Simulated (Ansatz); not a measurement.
The first iterations of a band of FGeH3O (6 atoms, charge 0, multiplicity 1).

All numbers below come from Ansatz, RKS PBE0-D4/def2-SVP.

| Item | Value |
| --- | --- |
| movable images | 3 |
| climbing image | no |
| spring | 5.0 eV/Å² |
| optimiser | quadratic models (default) |
| start path | through a guess of the saddle point |
| force threshold | 0.05 eV/Å |
| iteration limit | 60 |
| end points | relaxed |

Image 0:

```xyz
6
Properties=species:S:1:pos:R:3
Ge 0.178 0.044 0.132
F 0.260 0.111 1.870
H 1.607 -0.285 -0.327
H -0.425 1.352 -0.376
O -0.972 -1.220 -0.294
H -0.724 -2.091 0.035
```

Image 4:

```xyz
6
Properties=species:S:1:pos:R:3
Ge 0.471 0.867 -0.255
F 0.843 0.311 1.428
H 0.413 -1.378 0.580
H -1.126 0.968 -0.012
O 0.135 -1.334 -0.357
H -0.813 -1.523 -0.344
```

| iteration | highest image above the first end (eV) | largest band force component (eV/Å) |
| --- | --- | --- |
| 1 | 5.371 | 5.912 |
| 2 | 3.944 | 2.817 |
| 3 | 3.124 | 2.002 |
| 4 | 2.993 | 1.299 |
| 5 | 3.466 | 1.268 |
| 6 | 3.302 | 1.491 |
| 7 | 3.150 | 0.644 |

Q: Does the band converge within its limit, and where does its top end?

A: The run converged. It ended after 23 iterations with the highest image 1.697 eV above the first end. No image climbed, so the highest image needn't sit at the top of the path. A band with more images between the same ends climbed to 2.61 eV, so this one has probably stepped over the top. So few images can step over the top or miss a turn of the path. The orbitals stay closed-shell, which can raise the energy where a bond breaks towards radicals; this wasn't checked here.

Time of the run: 89 s on 1 thread of Intel(R) Xeon(R) 6975P-C (Granite Rapids) (shared host), peak memory 0.18 GiB.
